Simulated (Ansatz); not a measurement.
Relaxation of a periodic cell of 17 atoms, Si16Au (host Si, host structure diamond, interstitial Au), to a largest force component of 0.03 eV/Å in at most 60 steps.

All numbers below come from DFT PBE, scalar-relativistic, plane waves, PAW in Ansatz 0.2.0. Settings: PAW set soft_1, cutoff 420 eV, k mesh 2x2x2, fermi-dirac smearing 0.05 eV, spin collinear.

```xyz
17
Lattice="0.0000 5.4300 5.4300 5.4300 0.0000 5.4300 5.4300 5.4300 0.0000" Properties=species:S:1:pos:R:3
Si 0.000 0.000 0.000
Si 1.357 1.357 1.357
Si 2.715 2.715 0.000
Si 4.072 4.072 1.357
Si 2.715 0.000 2.715
Si 4.072 1.357 4.072
Si 5.430 2.715 2.715
Si 6.787 4.072 4.072
Si 0.000 2.715 2.715
Si 1.357 4.072 4.072
Si 2.715 5.430 2.715
Si 4.072 6.787 4.072
Si 2.715 2.715 5.430
Si 4.072 4.072 6.787
Si 5.430 5.430 5.430
Si 6.787 6.787 6.787
Au 2.674 5.366 5.397
```

Question: Where does it end, and by what steps?

Answer: The forces met the threshold. The force dipped under the threshold on the way, but the program's further checks kept it going. Limits of this set-up: coarse k mesh. After 13 steps the energy has fallen by 1.048 eV; Au17 moved furthest, 1.07 Å. Parted: Si3–Au17, Si11–Au17, Si15–Au17.

```json
{"step": "0", "energy less start (eV)": "0.0000", "largest force component (eV/Å)": "1.958", "accepted": "yes"}
{"step": "1", "energy less start (eV)": "-0.5983", "largest force component (eV/Å)": "0.382", "accepted": "yes"}
{"step": "2", "energy less start (eV)": "-0.6204", "largest force component (eV/Å)": "0.061", "accepted": "yes"}
{"step": "3", "energy less start (eV)": "-0.6638", "largest force component (eV/Å)": "0.274", "accepted": "yes"}
{"step": "4", "energy less start (eV)": "-0.6605", "largest force component (eV/Å)": "0.475", "accepted": "no"}
{"step": "5", "energy less start (eV)": "-0.6923", "largest force component (eV/Å)": "0.181", "accepted": "yes"}
{"step": "6", "energy less start (eV)": "-0.7228", "largest force component (eV/Å)": "0.319", "accepted": "yes"}
{"step": "7", "energy less start (eV)": "-0.7836", "largest force component (eV/Å)": "0.497", "accepted": "yes"}
{"step": "8", "energy less start (eV)": "-0.8882", "largest force component (eV/Å)": "0.385", "accepted": "yes"}
{"step": "9", "energy less start (eV)": "-0.9614", "largest force component (eV/Å)": "0.329", "accepted": "yes"}
{"step": "10", "energy less start (eV)": "-1.0419", "largest force component (eV/Å)": "0.075", "accepted": "yes"}
{"step": "11", "energy less start (eV)": "-1.0480", "largest force component (eV/Å)": "0.029", "accepted": "yes"}
{"step": "12", "energy less start (eV)": "-1.0460", "largest force component (eV/Å)": "0.101", "accepted": "no"}
{"step": "13", "energy less start (eV)": "-1.0482", "largest force component (eV/Å)": "0.009", "accepted": "yes"}
```

```xyz
17
Lattice="0.0000 5.4300 5.4300 5.4300 0.0000 5.4300 5.4300 5.4300 0.0000" Properties=species:S:1:pos:R:3
Si -0.102 0.149 -0.154
Si 1.282 1.532 1.428
Si 2.678 2.770 0.033
Si 4.090 4.183 1.241
Si 2.864 0.148 2.812
Si 4.316 1.599 3.824
Si 5.657 2.941 2.483
Si 6.898 4.182 4.051
Si -0.168 2.546 2.880
Si 1.284 3.997 3.891
Si 2.680 5.394 2.653
Si 3.921 6.635 4.220
Si 2.866 2.612 5.277
Si 4.248 3.996 6.858
Si 5.486 5.392 5.463
Si 6.899 6.803 6.671
Au 2.074 4.787 6.066
```

Whether the end is a true minimum wasn't checked by a vibrational analysis.

The run took 100 s on 2 threads of Arm Neoverse V2 (shared host), peak memory 0.73 GiB.
